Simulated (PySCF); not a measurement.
Method: PBE0-D3(BJ)/def2-TZVP in PySCF. Gas-phase values, no solvent. Excitations are Tamm–Dancoff values on a coarser integration grid. The basis has no diffuse functions, so Rydberg states are missing or too high.

Reference species (SMILES): `[Cl][Ga]([Cl])[Br]` (neutral, multiplicity 1).

```json
{
  "HOMO": "-9.01 eV",
  "T1 excitation (TDA)": "5.21 eV",
  "S1 oscillator strength": "0.010",
  "HOMO–LUMO gap": "6.97 eV"
}
```

After one change: the HOMO falls by 0.45 eV; the T1 excitation (TDA) rises by 0.48 eV; the S1 oscillator strength is nearly the same; the HOMO–LUMO gap rises by 0.54 eV.

**Question.** Which change was made? The new species is one of these.
A. `[Cl][Ga]([Br])[Br]`
B. `[Cl][Ga]([Cl])[Cl]`
C. `[Br][Ga]([Br])[Br]`

**Answer.** B, `[Cl][Ga]([Cl])[Cl]`
